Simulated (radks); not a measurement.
Results of a calculation; reference values are marked as such.
Coulomb parameter of the 4f shell of the promethium ion Pm3+ in the model configuration [Xe] 4f2 6p2, as a second difference U = [E(n + 0.25) + E(n - 0.25) - 2 E(n)] / (0.25)^2 with all orbitals relaxed. "Bare": the charge of the atom changes with n. "Screened": the 6p shell takes up the change at fixed total charge, which measures U(4f,4f) + U(6p,6p) - 2 U(4f,6p). Code: a radial shooting solver on a logarithmic mesh with Libxc functionals. Model: scalar-relativistic Kohn-Sham, PBE, spin-unpolarised, spherical densities, finite nucleus; Fermi nuclear charge, rms radius 4.962 fm.

case                 configuration  E - E(n) (eV)
start                 [Xe] 4f2 6p2          0.000
bare +0.25         [Xe] 4f2.25 6p2        -13.062
bare -0.25         [Xe] 4f1.75 6p2         14.353
screened +0.25  [Xe] 4f2.25 6p1.75         -8.024
screened -0.25  [Xe] 4f1.75 6p2.25          8.683

U(bare) = 20.653 eV, U(screened by 6p) = 10.538 eV, against the Slater integral F0(4f,4f) = 30.172 eV with frozen orbitals.
